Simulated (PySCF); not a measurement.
## How exact exchange moves a shielding

Molecule: `C1C(O[SiH2]O)C1`, C3H8O2Si.

Molfile (atoms numbered from 1):
```
C3H8O2Si
     RDKit          3D

 14 14  0  0  0  0  0  0  0  0999 V2000
    3.1819   -0.3800   -0.6685 O   0  0  0  0  0  0  0  0  0  0  0  0
    1.9061    0.2056    0.2010 Si  0  0  0  0  0  4  0  0  0  0  0  0
    0.4998   -0.2482   -0.5733 O   0  0  0  0  0  0  0  0  0  0  0  0
   -0.7249    0.3397   -0.2868 C   0  0  0  0  0  0  0  0  0  0  0  0
   -1.9455   -0.4842   -0.5013 C   0  0  0  0  0  0  0  0  0  0  0  0
   -1.5093   -0.1368    0.8993 C   0  0  0  0  0  0  0  0  0  0  0  0
    3.2070   -0.1540   -1.6029 H   0  0  0  0  0  0  0  0  0  0  0  0
    2.0264   -0.4048    1.5505 H   0  0  0  0  0  0  0  0  0  0  0  0
    1.9047    1.6997    0.2908 H   0  0  0  0  0  0  0  0  0  0  0  0
   -0.7807    1.4088   -0.5333 H   0  0  0  0  0  0  0  0  0  0  0  0
   -1.7735   -1.5101   -0.8361 H   0  0  0  0  0  0  0  0  0  0  0  0
   -2.8375   -0.0059   -0.9136 H   0  0  0  0  0  0  0  0  0  0  0  0
   -1.0623   -0.9381    1.4938 H   0  0  0  0  0  0  0  0  0  0  0  0
   -2.0916    0.5903    1.4716 H   0  0  0  0  0  0  0  0  0  0  0  0
  1  2  1  0
  2  3  1  0
  3  4  1  0
  4  5  1  0
  5  6  1  0
  6  4  1  0
  1  7  1  0
  2  8  1  0
  2  9  1  0
  4 10  1  0
  5 11  1  0
  5 12  1  0
  6 13  1  0
  6 14  1  0
M  END
```

GIAO shieldings (ppm, equivalent atoms averaged) in PySCF 2.14.0 with density-fitted response routines on the PBE0-D3(BJ)/def2-SVP geometry, basis pcSseg-1, gas phase, non-relativistic:

| functional | exact exchange (%) | σ(O3) | σ(O1) | σ(Si2) | σ(C4) |
| --- | --- | --- | --- | --- | --- |
| BLYP | 0 | 250.4 | 281.0 | 354.7 | 126.0 |
| BP86 | 0 | 256.3 | 282.5 | 357.8 | 130.5 |
| PBE | 0 | 254.8 | 282.5 | 357.9 | 130.9 |
| B3LYP | 20 | 265.1 | 288.1 | 367.6 | 132.2 |
| PBE0 | 25 | 272.3 | 291.3 | 374.7 | 138.0 |
| mPW1PW91 | 25 | 272.5 | 291.2 | 374.4 | 137.1 |
| HF | 100 | 307.6 | 307.0 | 426.6 | 153.1 |

Problem. Fit each shielding as a line in the percentage of exact exchange.

Solution. σ(O3) = 255.4 + 0.54 x (rms 2.8 ppm); σ(O1) = 283.0 + 0.25 x (rms 1.4 ppm); σ(Si2) = 356.4 + 0.70 x (rms 1.5 ppm); σ(C4) = 129.5 + 0.24 x (rms 2.0 ppm). The functionals also differ in their semilocal parts, which the line can't hold; Hartree–Fock has no correlation at all.

Problem. What does the line predict for BHandHLYP (50 %), and what does the run give?

Solution. σ(O3): 282.4 predicted, 282.8 computed; σ(O1): 295.5 predicted, 296.8 computed; σ(Si2): 391.4 predicted, 388.3 computed; σ(C4): 141.5 predicted, 140.4 computed ppm.
